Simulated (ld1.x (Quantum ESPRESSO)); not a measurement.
**An all-electron radial function and its pseudo partner (Si (Z = 14))**

Columns: radius, all-electron u(r) and pseudo u(r) of the 3s shell (level -12.78 eV) of silicon in the configuration [Ne] 3s2 3p1.75; LDA (PZ), scalar-relativistic, TM scheme, ld1.x (Quantum ESPRESSO) 7.5.

| r (bohr) | all-electron | pseudo |
| --- | --- | --- |
| 0.082 | 0.1614 | 0.0580 |
| 0.165 | -0.0432 | 0.1119 |
| 0.248 | -0.2354 | 0.1566 |
| 0.330 | -0.3332 | 0.1891 |
| 0.413 | -0.3439 | 0.2100 |
| 0.495 | -0.2918 | 0.2213 |
| 0.578 | -0.1997 | 0.2282 |
| 0.660 | -0.0885 | 0.2364 |
| 0.742 | 0.0298 | 0.2513 |
| 0.825 | 0.1480 | 0.2785 |
| 0.908 | 0.2589 | 0.3214 |
| 0.990 | 0.3581 | 0.3798 |
| 1.072 | 0.4453 | 0.4495 |
| 1.155 | 0.5210 | 0.5211 |
| 1.238 | 0.5840 | 0.5840 |
| 1.320 | 0.6345 | 0.6345 |
| 1.402 | 0.6741 | 0.6741 |
| 1.485 | 0.7040 | 0.7040 |
| 1.568 | 0.7248 | 0.7248 |
| 1.650 | 0.7372 | 0.7372 |
| 1.733 | 0.7428 | 0.7428 |
| 1.815 | 0.7423 | 0.7423 |
| 1.898 | 0.7364 | 0.7364 |
| 1.980 | 0.7264 | 0.7264 |
| 2.062 | 0.7127 | 0.7127 |
| 2.145 | 0.6959 | 0.6959 |

(1) How many radial nodes do the two functions have?

(2) At about which radius was the pseudo-wave matched?

(3) Where does each function peak?

(4) Is the pseudo-wave norm-conserving?

## Answers

(1) The all-electron 3s function has n − l − 1 = 2; the pseudo-wave has 0, since the states of the same l below it are removed with the core.

(2) 1.25 bohr. The columns agree to 0.0005 from 1.16 bohr on; several derivatives are matched, so the curves merge somewhat inside the radius.

(3) Outermost all-electron maximum near 1.73 bohr, pseudo maximum near 1.73 bohr (to the table’s step).

(4) Yes: the TM scheme keeps the norm inside the radius equal to the all-electron one, which fixes the energy derivative of the logarithmic derivative at the level.
